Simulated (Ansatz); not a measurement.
Program: Ansatz. Geometries: PBE0-D4/def2-TZVP. ΔE: electronic, gas phase. CCSD(T)/CBS is the MP2 limit (def2-TZVPP, def2-QZVPP) plus CCSD(T) − MP2 in def2-TZVPP, frozen cores. DFT in def2-TZVPP. def2 core potentials past Kr. For Ga, In outer-core shells are correlated without core-valence functions, which leaves a few kJ/mol of doubt a bond. Scalar relativity is left out up to krypton. One conformer a species, not always the lowest.

`[OH][In]([Cl])[Cl]` + `[SH][Ga]([SH])[SH]` → `[SH][In]([Cl])[Cl]` + `[OH][Ga]([SH])[SH]`  (redistribution)

Is it downhill or uphill in electronic energy at CCSD(T)/CBS, and by how much? (An estimate is asked.)

Computed: Downhill: ΔE = -0.33 eV.

What do these levels give: r2SCAN-D4, PBE-QIDH, PBE, MP2/def2-TZVPP, SCS-MP2/def2-TZVPP, CCSD/CBS(def2)? (Estimate.)

Ansatz gave: r2SCAN-D4 -0.35, PBE-QIDH -0.37, PBE -0.32, MP2/def2-TZVPP -0.37, SCS-MP2/def2-TZVPP -0.37, CCSD/CBS(def2) -0.35 eV.

What do rigid-rotor, harmonic-oscillator terms from PBE0-D4/def2-TZVP frequencies (298.15 K, 1 bar) make of the CCSD(T)/CBS value? (Estimate.)

The calculation gave: ΔZPE = +0.01 eV, ΔH = -0.33 eV, ΔS = -3 J/(mol·K), ΔG = -0.32 eV.

Largest T1 diagnostic among the species: 0.014.

At CCSD(T), def2-SVP lies −0.09 eV from the extrapolated value and def2-TZVPP −0.03 eV. Leaving LDA and LC-ωPBE aside and taking each functional with its dispersion term where it has one, the values, not all of them listed here, spread over 0.09 eV, from BHLYP-D4 to revPBE-D4. LDA lies −0.04 eV from PBE without D4.
